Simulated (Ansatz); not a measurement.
K₃Na⁺. Total charge 1; doublet. Geometry PBE0/def2-TZVP.

```xyz
4

Na   -0.4007   -0.5141   -0.1895
K     0.1388    3.4171   -0.6256
K     2.7873    0.8599    1.7448
K    -2.5254   -3.7629   -0.9297
```

The structure comes from a short search, and lower isomers may exist.

(1) Estimate the α-spin orbital energies around the gap (eV) in Ansatz with LDA (SPW92)/def2-TZVP, PBE/def2-TZVP, r2SCAN/def2-TZVP, PBE0/def2-TZVP, CAM-B3LYP/def2-TZVP.

Results:

(1) 
```
orbital  LDA (SPW92)/def2-TZVP  PBE/def2-TZVP  r2SCAN/def2-TZVP  PBE0/def2-TZVP  CAM-B3LYP/def2-TZVP
 HOMO−9                 -21.90         -21.86            -22.55          -23.92               -25.35
 HOMO−8                 -21.88         -21.83            -22.51          -23.88               -25.32
 HOMO−7                 -21.81         -21.71            -22.31          -23.72               -25.22
 HOMO−6                 -21.80         -21.71            -22.31          -23.71               -25.21
 HOMO−5                 -21.80         -21.70            -22.31          -23.71               -25.21
 HOMO−4                 -21.80         -21.70            -22.30          -23.71               -25.21
 HOMO−3                 -21.77         -21.68            -22.28          -23.68               -25.18
 HOMO−2                 -21.75         -21.65            -22.25          -23.65               -25.15
 HOMO−1                  -6.13          -5.98             -5.85           -6.47                -7.29
   HOMO                  -5.37          -5.27             -5.24           -5.66                -6.29
   LUMO                  -4.55          -4.39             -3.96           -3.88                -3.31
 LUMO+1                  -4.37          -4.23             -3.90           -3.75                -3.15
 LUMO+2                  -3.86          -3.75             -3.60           -3.28                -2.50
 LUMO+3                  -3.51          -3.43             -3.21           -2.95                -2.19
 LUMO+4                  -3.42          -3.35             -3.07           -2.85                -2.18
 LUMO+5                  -3.21          -3.16             -3.01           -2.64                -1.97
 β HOMO                  -5.95          -5.83             -5.67           -6.22                -6.96
 β LUMO                  -4.97          -4.75             -4.09           -4.19                -3.72
```
